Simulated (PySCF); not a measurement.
Compound: C8H9 (charge +1).
Atom-mapped SMILES: `[CH3:1][c:2]1[cH:3][cH:4][cH:5][cH:6][cH:7][cH+:8]1` (hydrogens: H9, H10, H11 on C1; H12 on C3; H13 on C4; H14 on C5; H15 on C6; H16 on C7; H17 on C8)

A GFN2-xTB structure was refined with PySCF, PBE0-D3(BJ)/def2-SVP geometry optimisation, gas phase. Its GFN2-xTB values:

| coordinate | GFN2-xTB |
| --- | --- |
| C1–C2 | 1.484 Å |
| C1–H9 | 1.093 Å |
| C2–C3 | 1.403 Å |
| C3–C4 | 1.383 Å |
| C3–H12 | 1.084 Å |
| C4–C5 | 1.396 Å |
| C4–H13 | 1.084 Å |
| C5–C6 | 1.384 Å |
| C5–H14 | 1.083 Å |
| C1–C2–C3 | 117.3° |
| C2–C3–C4 | 130.0° |
| C3–C2–C8 | 125.5° |
| C3–C4–C5 | 129.2° |
| C4–C5–C6 | 128.0° |

**Question.** How do these coordinates change at the PBE0-D3(BJ)/def2-SVP level?

**Answer.** 
| coordinate | PBE0-D3(BJ)/def2-SVP (Å or °) | change |
| --- | --- | --- |
| C1–H9 | 1.105 | +0.012 |
| C5–H14 | 1.094 | +0.011 |
| C1–C2 | 1.495 | +0.011 |
| C3–H12 | 1.095 | +0.011 |
| C4–H13 | 1.094 | +0.010 |
| C3–C4 | 1.391 | +0.008 |
| C5–C6 | 1.390 | +0.006 |
| C2–C3 | 1.409 | +0.006 |
| C4–C5 | 1.400 | +0.004 |
| C3–C2–C8 | 124.9 | -0.6 |
| C2–C3–C4 | 130.3 | +0.3 |
| C1–C2–C3 | 117.5 | +0.2 |
| C3–C4–C5 | 129.4 | +0.2 |
| C4–C5–C6 | 127.9 | -0.1 |

The energy falls by 0.68 kcal/mol over 3 energy and gradient evaluations, the largest force component goes from 0.0076 to 2.3e-04 Eh/bohr, and the atoms move by 0.026 Å rms after alignment. Among the bonds, C1–C2, C1–H9, C1–H10, C1–H11, C3–H12, C5–H14, C6–H15 and C8–H17 change most and about equally (+0.011 to +0.012 Å). Bonds longer at the end by more than 0.005 Å: 15 of 17; shorter: 0. Rotational constants go from 3740, 1916, 1277 to 3719, 1888, 1262 MHz.

The run used 157 basis functions and 24 SCF cycles in all.

No PBE0-D3(BJ)/def2-SVP frequencies stand behind this structure, so it isn't proved a minimum.
